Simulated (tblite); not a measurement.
Record of a relaxation.

C4H13NO3Si2.
Numbering: `[CH3:1][O:2][C@@H:3]([C:4]([CH3:5])=[O:6])[Si@H:7]([NH2:8])[O:9][SiH3:10]` (hydrogens: H11, H12, H13 on C1; H14 on C3; H15, H16, H17 on C5; H18 on Si7; H19, H20 on N8; H21, H22, H23 on Si10)

Computed with GFN2-xTB (tblite), gas phase: L-BFGS steps from a force-field or distance-geometry start until the largest atomic force falls under 0.01 eV/Å. 7 of its 292 geometries are shown.

Step 0: E = -920.9720 eV, largest atomic force 2.640 eV/Å
```
atom  x, y, z in Å  |  force x, y, z in eV/Å
C1     -0.692    2.452   -1.048   -0.279   0.908  -0.713
O2     -1.106    1.112   -1.094    0.012   0.799   0.089
C3     -0.426    0.413   -0.077   -0.272   0.621   0.288
C4     -1.308   -0.234    0.898    1.060  -0.835   2.269
C5     -2.787   -0.215    0.902   -1.023   0.120  -0.248
O6     -0.752   -0.866    1.812   -0.281   0.426  -0.671
Si7     0.725   -0.848   -0.858    1.155  -1.289  -1.392
N8      0.608   -2.430   -0.079   -1.202   0.422  -0.219
O9      2.295   -0.228   -0.996   -1.031  -1.044   1.790
Si10    3.244   -0.394    0.402    0.624   0.765  -0.696
H11    -1.233    3.011   -1.849    0.228  -0.410   0.630
H12     0.387    2.537   -1.268   -0.203  -0.029   0.065
H13    -0.883    2.931   -0.054   -0.064  -0.301  -0.626
H14     0.224    1.132    0.456   -0.185  -0.457   0.166
H15    -3.184    0.813    1.087    0.294  -0.791  -0.535
H16    -3.147   -0.859    1.738    0.263   0.381  -0.655
H17    -3.116   -0.634   -0.072   -0.141   0.549   0.570
H18     0.217   -1.040   -2.245    0.381   0.306   0.340
H19    -0.065   -2.401    0.727    1.057  -0.172  -0.817
H20     0.241   -3.129   -0.748    0.463   0.438   0.742
H21     2.545   -0.890    1.568   -0.150  -0.136   0.020
H22     3.758    0.966    0.741   -0.331  -0.211  -0.252
H23     4.449   -1.170    0.066   -0.374  -0.061  -0.143
```

Step 48: E = -921.9893 eV, largest atomic force 0.105 eV/Å
```
atom  x, y, z in Å  |  force x, y, z in eV/Å
C1     -0.724    2.471   -1.071    0.035  -0.024   0.033
O2     -1.208    1.177   -0.837   -0.044   0.039  -0.024
C3     -0.449    0.422    0.106   -0.083   0.047   0.045
C4     -1.329   -0.247    1.113   -0.028  -0.048   0.030
C5     -2.804   -0.211    0.832    0.019  -0.018  -0.026
O6     -0.859   -0.833    2.067    0.066   0.025  -0.026
Si7     0.606   -0.900   -0.827   -0.018  -0.003  -0.009
N8      0.042   -2.450   -0.362    0.082  -0.015  -0.019
O9      2.182   -0.605   -0.541   -0.028   0.027   0.035
Si10    3.448   -0.338    0.446   -0.041   0.011  -0.001
H11    -1.369    2.912   -1.831    0.045  -0.046   0.015
H12     0.312    2.453   -1.432   -0.023   0.022  -0.024
H13    -0.771    3.090   -0.163    0.020  -0.029  -0.015
H14     0.250    1.069    0.642    0.020   0.044   0.047
H15    -3.159    0.817    0.857    0.032   0.003   0.026
H16    -3.339   -0.811    1.565    0.015   0.034  -0.041
H17    -2.971   -0.583   -0.174   -0.020  -0.044  -0.019
H18     0.452   -0.728   -2.260   -0.006   0.010  -0.029
H19    -0.117   -2.622    0.620   -0.068  -0.008  -0.013
H20     0.467   -3.257   -0.790   -0.015  -0.004   0.038
H21     3.091   -0.755    1.802    0.042   0.014  -0.025
H22     3.724    1.101    0.383   -0.007  -0.043  -0.007
H23     4.519   -1.144   -0.135    0.005   0.006   0.010
```

Step 97: E = -922.0545 eV, largest atomic force 0.045 eV/Å
```
atom  x, y, z in Å  |  force x, y, z in eV/Å
C1     -0.546    2.381   -1.125    0.014  -0.004   0.002
O2     -1.298    1.345   -0.557    0.015   0.012   0.006
C3     -0.539    0.500    0.295   -0.011  -0.016   0.011
C4     -1.423   -0.309    1.180   -0.026  -0.003   0.012
C5     -2.869   -0.363    0.786    0.003   0.001   0.002
O6     -0.972   -0.934    2.119    0.014   0.020  -0.003
Si7     0.535   -0.741   -0.732    0.004  -0.018  -0.012
N8      0.004   -2.329   -0.377    0.001  -0.019  -0.006
O9      2.102   -0.426   -0.444    0.000   0.009  -0.005
Si10    3.490   -0.261    0.387   -0.016   0.006   0.000
H11    -1.204    2.883   -1.831    0.007   0.035   0.005
H12     0.337    2.003   -1.653   -0.009  -0.008  -0.015
H13    -0.212    3.096   -0.361   -0.011  -0.001   0.011
H14     0.131    1.098    0.926    0.010   0.012  -0.001
H15    -3.266    0.647    0.726    0.005  -0.008   0.007
H16    -3.430   -0.955    1.506   -0.012   0.004  -0.043
H17    -2.940   -0.799   -0.208   -0.002  -0.006   0.022
H18     0.346   -0.502   -2.155    0.010  -0.016   0.003
H19    -0.304   -2.545    0.559   -0.004  -0.018   0.014
H20     0.486   -3.116   -0.777    0.012   0.011   0.007
H21     3.270   -0.660    1.775    0.001   0.022  -0.007
H22     3.847    1.152    0.257   -0.001   0.001   0.015
H23     4.449   -1.136   -0.284   -0.005  -0.015  -0.022
```

Step 146: E = -922.0728 eV, largest atomic force 0.087 eV/Å
```
atom  x, y, z in Å  |  force x, y, z in eV/Å
C1     -0.396    2.393   -0.997   -0.002  -0.011  -0.011
O2     -1.249    1.463   -0.385    0.024   0.007   0.011
C3     -0.584    0.493    0.407    0.010   0.020  -0.022
C4     -1.562   -0.336    1.163   -0.012   0.038   0.003
C5     -2.936   -0.411    0.564   -0.005  -0.013   0.016
O6     -1.228   -0.967    2.147   -0.040   0.002  -0.047
Si7     0.456   -0.762   -0.641    0.017   0.019  -0.064
N8      0.132   -2.355   -0.112    0.001  -0.012   0.009
O9      2.016   -0.317   -0.557   -0.022  -0.017  -0.010
Si10    3.463   -0.177    0.170    0.045   0.064  -0.031
H11    -1.045    3.152   -1.437    0.070  -0.045   0.026
H12     0.211    1.929   -1.784    0.013   0.015   0.025
H13     0.281    2.865   -0.270   -0.080  -0.031  -0.012
H14     0.095    0.991    1.116   -0.003  -0.019  -0.003
H15    -3.354    0.591    0.493    0.030  -0.015  -0.001
H16    -3.576   -1.047    1.168   -0.012  -0.008  -0.004
H17    -2.853   -0.807   -0.446   -0.002   0.020   0.032
H18     0.125   -0.645   -2.058   -0.014  -0.006   0.043
H19    -0.276   -2.519    0.796    0.021   0.004  -0.010
H20     0.759   -3.101   -0.364   -0.015   0.008   0.013
H21     3.321   -0.482    1.591    0.007   0.003   0.043
H22     3.849    1.216   -0.061    0.005  -0.049   0.002
H23     4.346   -1.139   -0.492   -0.037   0.026  -0.010
```

Step 194: E = -922.1635 eV, largest atomic force 0.031 eV/Å
```
atom  x, y, z in Å  |  force x, y, z in eV/Å
C1      0.000    2.303   -0.387   -0.004   0.015   0.002
O2     -1.055    1.390   -0.246   -0.006   0.008  -0.008
C3     -0.740    0.249    0.533    0.004   0.007  -0.001
C4     -1.972   -0.525    0.851    0.006  -0.003  -0.011
C5     -3.169   -0.208    0.005   -0.008  -0.007  -0.001
O6     -1.975   -1.403    1.692    0.004   0.001   0.003
Si7     0.419   -1.017   -0.358    0.000   0.012   0.007
N8      0.695   -2.212    0.831   -0.008  -0.022   0.020
O9      1.835   -0.348   -0.766   -0.001   0.003   0.004
Si10    3.382    0.095   -0.557    0.005   0.004   0.015
H11    -0.420    3.175   -0.887    0.003  -0.002  -0.004
H12     0.816    1.895   -0.989    0.001   0.001  -0.001
H13     0.401    2.604    0.590   -0.012  -0.009   0.001
H14    -0.258    0.551    1.473    0.004   0.000   0.005
H15    -3.395    0.853    0.084    0.003  -0.009   0.004
H16    -4.021   -0.806    0.317   -0.010  -0.006  -0.001
H17    -2.925   -0.412   -1.035    0.000   0.011   0.004
H18    -0.159   -1.351   -1.661   -0.001   0.005  -0.004
H19    -0.075   -2.448    1.441    0.012   0.000  -0.011
H20     1.270   -3.015    0.637   -0.005   0.003   0.004
H21     3.657    0.277    0.867    0.000  -0.002   0.001
H22     3.492    1.355   -1.291    0.014  -0.007  -0.012
H23     4.193   -0.975   -1.133    0.002  -0.004  -0.013
```

Step 242: E = -922.1707 eV, largest atomic force 0.026 eV/Å
```
atom  x, y, z in Å  |  force x, y, z in eV/Å
C1     -0.077    2.367   -0.315   -0.001   0.010  -0.004
O2     -1.097    1.405   -0.259    0.004  -0.012   0.005
C3     -0.774    0.276    0.536   -0.010  -0.004   0.024
C4     -1.988   -0.543    0.814    0.000   0.000   0.013
C5     -3.184   -0.242   -0.040   -0.004  -0.006   0.005
O6     -1.978   -1.435    1.640    0.002   0.017  -0.017
Si7     0.448   -0.955   -0.314    0.018  -0.011  -0.007
N8      0.731   -2.146    0.878    0.001   0.000  -0.001
O9      1.849   -0.227   -0.678    0.011   0.004   0.004
Si10    3.456   -0.013   -0.626    0.008  -0.008  -0.007
H11    -0.478    3.201   -0.890    0.002  -0.004  -0.004
H12     0.821    1.981   -0.806   -0.003   0.006   0.007
H13     0.194    2.718    0.689   -0.008  -0.011  -0.007
H14    -0.337    0.595    1.491   -0.003  -0.003   0.003
H15    -3.522    0.769    0.174    0.006   0.005  -0.009
H16    -3.980   -0.954    0.161    0.007   0.008  -0.007
H17    -2.893   -0.271   -1.087   -0.002  -0.001   0.004
H18    -0.093   -1.312   -1.628    0.001   0.004   0.000
H19    -0.052   -2.414    1.458   -0.005   0.008   0.003
H20     1.336   -2.930    0.699    0.010  -0.001  -0.008
H21     3.858    0.242    0.756   -0.011  -0.002  -0.008
H22     3.676    1.146   -1.490   -0.008  -0.014   0.005
H23     4.079   -1.230   -1.150   -0.016   0.017   0.004
```

Step 291: E = -922.1728 eV, largest atomic force 0.007 eV/Å
```
atom  x, y, z in Å  |  force x, y, z in eV/Å
C1     -0.101    2.401   -0.221    0.006   0.002  -0.001
O2     -1.089    1.405   -0.252    0.002   0.000   0.006
C3     -0.788    0.278    0.554   -0.001  -0.001  -0.002
C4     -2.003   -0.551    0.788   -0.001  -0.004   0.003
C5     -3.171   -0.255   -0.105    0.002   0.000   0.000
O6     -2.010   -1.450    1.606   -0.001   0.002   0.001
Si7     0.461   -0.938   -0.276   -0.002   0.006   0.003
N8      0.755   -2.118    0.925    0.002   0.000  -0.004
O9      1.847   -0.179   -0.626   -0.003   0.002   0.001
Si10    3.462   -0.052   -0.705    0.000  -0.003  -0.001
H11    -0.464    3.210   -0.853    0.002   0.002  -0.004
H12     0.856    2.036   -0.605   -0.001   0.002  -0.003
H13     0.049    2.778    0.799   -0.004  -0.003   0.004
H14    -0.384    0.596    1.523   -0.005  -0.001  -0.004
H15    -3.479    0.777    0.045   -0.002  -0.002  -0.003
H16    -3.994   -0.933    0.107    0.004   0.002   0.002
H17    -2.855   -0.350   -1.141    0.001   0.003   0.000
H18    -0.069   -1.312   -1.591    0.001  -0.001   0.002
H19    -0.031   -2.404    1.491   -0.001  -0.001   0.003
H20     1.384   -2.885    0.756   -0.001  -0.005   0.001
H21     3.960    0.250    0.635   -0.002   0.001   0.000
H22     3.675    1.046   -1.644    0.001   0.004   0.000
H23     3.987   -1.323   -1.202    0.004  -0.002  -0.002
```

**Question.** Summarise the path.

**Answer.** The energy falls by 27.69 kcal/mol from step 0 to step 291; nine tenths of that is first reached at step 94. It rises by more than 0.2 meV at step 153. The largest force goes from 2.640 to 0.007 eV/Å. Among the bonds O9–Si10 changes most (a near tie, within 0.001 Å, with another), from 1.698 to 1.622 Å; the atoms move by 1.278 Å rms after alignment.

**Question.** Follow the three bonds and two angles with the largest change from start to end.

**Answer.** 
| step | E above end (kcal/mol) | largest force (eV/Å) | O9–Si10 (Å) | Si7–O9 (Å) | Si7–N8 (Å) | Si7–O9–Si10 (°) | N8–Si7–H18 (°) |
| --- | --- | --- | --- | --- | --- | --- | --- |
| 0 | 27.69 | 2.640 | 1.698 | 1.694 | 1.768 | 114.6 | 105.8 |
| 13 | 7.63 | 0.231 | 1.633 | 1.628 | 1.707 | 137.4 | 116.3 |
| 25 | 6.40 | 0.164 | 1.627 | 1.626 | 1.708 | 143.2 | 114.1 |
| 38 | 4.79 | 0.132 | 1.627 | 1.627 | 1.710 | 151.2 | 108.5 |
| 51 | 4.08 | 0.109 | 1.626 | 1.626 | 1.715 | 154.9 | 109.4 |
| 63 | 3.74 | 0.091 | 1.626 | 1.625 | 1.712 | 160.1 | 110.0 |
| 76 | 3.44 | 0.088 | 1.624 | 1.622 | 1.714 | 162.9 | 108.7 |
| 89 | 2.87 | 0.081 | 1.627 | 1.623 | 1.712 | 159.8 | 108.2 |
| 101 | 2.70 | 0.035 | 1.626 | 1.624 | 1.712 | 159.3 | 108.5 |
| 114 | 2.62 | 0.038 | 1.626 | 1.624 | 1.712 | 158.0 | 107.7 |
| 127 | 2.50 | 0.057 | 1.626 | 1.625 | 1.712 | 156.4 | 108.0 |
| 139 | 2.38 | 0.047 | 1.627 | 1.625 | 1.711 | 154.1 | 109.1 |
| 152 | 2.17 | 0.099 | 1.626 | 1.624 | 1.708 | 152.4 | 109.6 |
| 164 | 1.59 | 0.288 | 1.624 | 1.623 | 1.699 | 154.7 | 115.7 |
| 177 | 0.52 | 0.152 | 1.622 | 1.616 | 1.706 | 153.7 | 121.5 |
| 190 | 0.23 | 0.034 | 1.623 | 1.619 | 1.708 | 155.6 | 121.7 |
| 202 | 0.19 | 0.026 | 1.622 | 1.619 | 1.709 | 157.4 | 121.4 |
| 215 | 0.16 | 0.021 | 1.622 | 1.619 | 1.709 | 159.0 | 121.4 |
| 228 | 0.13 | 0.032 | 1.623 | 1.619 | 1.708 | 157.4 | 121.5 |
| 240 | 0.06 | 0.046 | 1.622 | 1.619 | 1.709 | 155.3 | 120.8 |
| 253 | 0.03 | 0.015 | 1.622 | 1.619 | 1.709 | 154.8 | 121.2 |
| 266 | 0.02 | 0.012 | 1.622 | 1.619 | 1.709 | 155.0 | 121.1 |
| 278 | 0.01 | 0.013 | 1.621 | 1.619 | 1.709 | 154.9 | 121.1 |
| 291 | 0.00 | 0.007 | 1.622 | 1.619 | 1.709 | 154.1 | 121.1 |

What follows is the cost of the whole relaxation. The run took 6.2 s of wall time on an Arm Neoverse N1 with one thread, no GPU, on a shared host.
